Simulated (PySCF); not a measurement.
Ionisation energy of Pt⁶⁹⁺ by level of theory

Pt⁶⁹⁺ [He] 2s2 2p5 [2p1/2^2 2p3/2^3, M_J = 3/2] → Pt⁷⁰⁺ [He] 2s2 2p4 [2p1/2^2 2p3/2^2, M_J = 2], as a difference of total energies. All numbers are calculated (PySCF 2.14, the two-component X2C-1e Hamiltonian, in an even-tempered Gaussian basis (16 s from 56 bohr⁻², ratio 2.4; 13 p from 72 bohr⁻², ratio 2.4; 5 d from 250 bohr⁻², ratio 2.6; 4 f from 370 bohr⁻², ratio 2.6)). Correlated levels: nothing frozen; the 28 highest virtual spinors dropped. "Screened" scales the spin-orbit matrix elements by Boettger's factors to mimic the two-electron term; Breit and QED terms are absent.

```
                    method  ionisation energy (eV)
           GHF (spin-free)                 18412.2
          GMP2 (spin-free)                 18413.9
 GHF (screened spin-orbit)                 17910.4
GMP2 (screened spin-orbit)                 17912.1
```

For this ion Breit and QED terms and the two-electron picture change, all absent here, outweigh the correlation shift from GHF to GMP2.

The spin-free rows relax to the high-spin LS determinant and lack the spin-orbit shift.

The labels give the starting determinants; with spin-orbit coupling the two ends relaxed to ⟨J²⟩ = 3.75, ⟨L²⟩ = 2.03, ⟨S²⟩ = 0.78 and ⟨J²⟩ = 6.00, ⟨L²⟩ = 3.31, ⟨S²⟩ = 1.38.

For comparison: 17890 ± 50 eV (theoretical estimate listed by NIST; NIST Atomic Spectra Database, ionization energies).
